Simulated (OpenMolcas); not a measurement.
Co3+ (d6) on a cation site of an ionic host was computed by CASSCF with the d shell active (OpenMolcas, ANO-RCC-VTZP on the metal). Its lowest spin-free states, and all those of the highest spin:

| 2S+1 | Degeneracy | E (cm-1) |
| --- | --- | --- |
| 5 | 3 | 0.0 |
| 5 | 2 | 6691 |
| 3 | 3 | 16919 |
| 3 | 3 | 19994 |
| 3 | 3 | 22193 |
| 3 | 3 | 24671 |
| 1 | 1 | 24715 |
| 3 | 2 | 27114 |
| 3 | 3 | 27160 |
| 1 | 3 | 27440 |
| 3 | 3 | 31345 |
| 3 | 2 | 31596 |

Q: Is the site octahedral, tetrahedral or cube-like, axial, or of lower symmetry?

A: The states with 2S+1 = 5 have orbital degeneracies 3, 2. Threefold states need a cubic site. For d6 at this spin an octahedron puts the threefold T2 below the twofold E and a tetrahedron or cube puts the twofold E below the threefold T2, so the site is octahedral. The first gap at this spin, 6690 cm-1, is |10Dq| in ligand-field theory. The run had Co3+ with its 6 nearest chloride ions at 2.457 Å, on the Y site of Cs2NaYCl6 (a = 10.7396 Å, distance in the model lattice 2.619 Å). The rest of the host is ab initio model potentials to 7.6 Å, with orthogonalisation functions on the cations behind the ligands, and point charges beyond; the distance is set by hand and nothing relaxes. Ligand basis ANO-RCC-VDZP.

An orbital triplet at a regular site is open to Jahn-Teller coupling, which can distort the site and quench the lowest spin-orbit gaps and is left out. Without dynamic correlation the repulsion within the d shell is too large (B by tens of per cent), so at a given field states of lower spin stand too high. CASSCF with metal d orbitals alone favours high spin, so a ground state of lower spin is not ruled out. Ligand-to-metal charge-transfer states are missing. With no ligand orbital active B as a rule stays too high, so bands that hang on it stand too high and its fall with covalency is understated. With metal d orbitals alone and no dynamic correlation the field as a rule comes out too small, by tens of per cent, by up to half for chloride and softer ligands, and with too little covalency χT stands high. No measured value stands beside these numbers; the geometry was set by hand and not optimised.
